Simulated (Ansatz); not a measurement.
`[CH3][GeH]([NH2])[CH]=O`. The species carries charge 0 and has multiplicity 1. The geometry is a stationary point of PBE0-D4/def2-TZVP. It is one conformer, not always the lowest.

```xyz
12

C     1.494    0.428    0.719
Ge   -0.350    0.397    0.122
N    -0.419    0.756   -1.684
C    -1.106   -1.422    0.547
O    -0.509   -2.229    1.209
H     1.551    0.155    1.772
H     1.919    1.422    0.578
H     2.081   -0.293    0.147
H    -1.248    1.457    0.793
H     0.034    0.074   -2.276
H    -1.340    0.947   -2.051
H    -2.106   -1.693    0.123
```

(1) What is the dipole moment at r2SCAN/def2-TZVPP? (An estimate is asked.)

(2) And with PBE, B3LYP, ωB97M-V? (An estimate is asked.)

(3) Give the Mulliken charges with r2SCAN, PBE, ωB97M-V in def2-TZVPP. (Estimate.)

## Answers

(1) Ansatz gave: 1.87 D, with components (-0.63, 0.98, -1.47) D in this frame, pointing from negative to positive charge.

(2) The calculation gave: PBE 1.81 D, B3LYP 1.92 D, ωB97M-V 1.92 D.

(3) Computed: 
```json
{"atom": "C1", "r2SCAN": "-0.27", "PBE": "-0.35", "ωB97M-V": "-0.42"}
{"atom": "Ge2", "r2SCAN": "0.33", "PBE": "0.29", "ωB97M-V": "0.32"}
{"atom": "N3", "r2SCAN": "-0.45", "PBE": "-0.40", "ωB97M-V": "-0.38"}
{"atom": "C4", "r2SCAN": "0.11", "PBE": "0.03", "ωB97M-V": "0.03"}
{"atom": "O5", "r2SCAN": "-0.27", "PBE": "-0.20", "ωB97M-V": "-0.25"}
{"atom": "H6", "r2SCAN": "0.09", "PBE": "0.12", "ωB97M-V": "0.14"}
{"atom": "H7", "r2SCAN": "0.09", "PBE": "0.12", "ωB97M-V": "0.14"}
{"atom": "H8", "r2SCAN": "0.08", "PBE": "0.10", "ωB97M-V": "0.12"}
{"atom": "H9", "r2SCAN": "-0.02", "PBE": "-0.02", "ωB97M-V": "0.02"}
{"atom": "H10", "r2SCAN": "0.14", "PBE": "0.14", "ωB97M-V": "0.11"}
{"atom": "H11", "r2SCAN": "0.14", "PBE": "0.14", "ωB97M-V": "0.11"}
{"atom": "H12", "r2SCAN": "0.01", "PBE": "0.03", "ωB97M-V": "0.07"}
```

B3LYP here is the variant with VWN-RPA as its local correlation; programs differ in this.
